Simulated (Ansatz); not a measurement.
Species: H$_{6}$Se (charge 0, singlet). 
Coordinates optimised at B3LYP-D3(BJ)/def2-TZVP (Ansatz, a program for electronic structure):
SMILES: [SeH6]
```xyz
7

Se     0.0000     0.0000     0.0000
H      1.5612     0.0042     0.0010
H     -1.5612    -0.0042    -0.0010
H     -0.0042     1.5612     0.0049
H      0.0042    -1.5612    -0.0049
H     -0.0010    -0.0049     1.5612
H      0.0010     0.0049    -1.5612
```
Charge 0, spin multiplicity 1.

Basis-set convergence of Hartree-Fock and CCSD(T) correlation energies (hartree) with Ansatz. Cores are frozen in the correlated levels unless marked. Spin-orbit coupling is left out. Frozen are the shells of the preceding noble gas and the d and f shells that filled before the atom's block. No relativistic terms.

| basis | functions | E(HF) | E(corr, CCSD(T)) |
|---|---|---|---|
| aug-cc-pVDZ | 90 | -2403.01373 | -0.25979 |
| aug-cc-pVTZ | 197 | … | … |

### Question
Fill in the missing entries.

### Answer

- aug-cc-pVTZ, E(HF): -2403.09433
- aug-cc-pVTZ, E(corr, CCSD(T)): -0.30858
